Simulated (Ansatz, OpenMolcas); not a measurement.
**Worked example: the enthalpy of formation of BBrF2 (SMILES FB(F)Br)**

BBrF2 has 4 atoms, charge 0, and is taken as a singlet. SMILES: `FB(F)Br`. Geometry: relaxed at PBE0-D4/def2-TZVP.

Total energies at B3LYP/6-31G* (spherical functions) (OpenMolcas 26.06); the atoms run unrestricted:

| species | state | energy (Eh) |
| --- | --- | --- |
| BBrF2 | singlet | -2798.556780 |
| F | doublet | -99.714578 |
| B | doublet | -24.653835 |
| Br | doublet | -2573.830944 |

Harmonic wavenumbers at PBE0-D4/def2-TZVP, in cm⁻¹: 295, 352, 570, 635, 1229, 1458.

Measured heats of formation of the gaseous atoms at 298.15 K, in kJ/mol: F 79.4, B 570.3, Br 111.9. Spin-orbit lowering of the atoms at 298 K (mean of the ground term's levels less their thermal mean, from spectra), in kJ/mol: F 1.29, B 0.00, Br 14.69. Take 1 Eh = 2625.50 kJ/mol, 1 cm⁻¹ = 0.0119627 kJ/mol, RT = 2.479 kJ/mol.

Task: What heat of formation follows?

Result: 
1. Electronic atomisation energy: 2 × (-99.714578) + (-24.653835) + (-2573.830944) − (-2798.556780) = 0.642845 Eh = 1687.8 kJ/mol.
2. Zero-point energy: half the sum of the wavenumbers, 2269.5 cm⁻¹ = 27.1 kJ/mol.
3. Thermal vibrational enthalpy, Σ hcν̃/(exp(hcν̃/kT) − 1): 3.0 kJ/mol. Translation, rotation and pV of a non-linear molecule: 4 RT = 9.9 kJ/mol.
4. The 4 free atoms carry 5/2 RT each: 24.8 kJ/mol.
5. Spin-orbit coupling lowers the free atoms by 2 × 1.29 + 0.00 + 14.69 = 17.3 kJ/mol.
6. Atomisation enthalpy at 298 K: 1687.8 − 17.3 − 27.1 − 3.0 − 9.9 + 24.8 = 1655.3 kJ/mol.
7. Sum of the atoms' heats of formation: 841.0 kJ/mol. Heat of formation: 841.0 − 1655.3 = -814.3 kJ/mol.

The tabulated value is -820.1 kJ/mol (NIST-JANAF tables; in doubt: it rests on an older heat of the boron atom), so this level is off by +5.8 kJ/mol, or 0.3 % of the atomisation enthalpy that the table implies (1661.0 kJ/mol). So close a hit in a small basis owes something to errors that cancel. Relativity is left out. Anharmonicity and any spin-orbit splitting of the molecule are left out.
